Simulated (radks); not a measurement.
Ne3+, 7 electrons, occupied as [He] 2s2 2p2 7d1 (not the ground configuration).

Calculated with a radial shooting solver on a logarithmic mesh with Libxc functionals: non-relativistic Kohn-Sham, PBE, spin-polarised, spherical densities, point nucleus; open shells are filled with parallel spins first.

Energy parts (hartree):
total: -120.80455
kinetic: 120.64978
electron-nucleus: -268.04578
Hartree: 36.23155
exchange-correlation: -9.64010

Orbitals (lengths in bohr, moments of r in powers of bohr):
| orbital | occ. | eigenvalue (hartree) | <r> | <r^2> | <r^4> |
|---|---|---|---|---|---|
| 1s up | 1 | -34.89842 | 0.1580 | 0.03366 | 0.002942 |
| 1s down | 1 | -34.79557 | 0.1576 | 0.03346 | 0.002902 |
| 2s up | 1 | -4.81403 | 0.7602 | 0.6819 | 0.8138 |
| 2s down | 1 | -4.57264 | 0.7732 | 0.7069 | 0.8824 |
| 2p up | 2 | -4.02834 | 0.7011 | 0.6045 | 0.7417 |
| 2p down | 0 | -3.76994 | 0.7183 | 0.6375 | 0.8361 |
| 7d up | 1 | -0.16596 | 16.16 | 292.4 | 110700 |

The highest occupied level is 7d up at -4.516 eV. The configuration is held as typed, so some empty levels lie below it. The spin density at the nucleus is -0.142 e/bohr^3 (1s -1.136, 2s 0.994), a Fermi contact field of -7.44 T. Summed over all electrons, <r^2> = 295.1 bohr^2, which gives a Langevin (diamagnetic) susceptibility term of -234 x 10^-6 cm^3/mol.
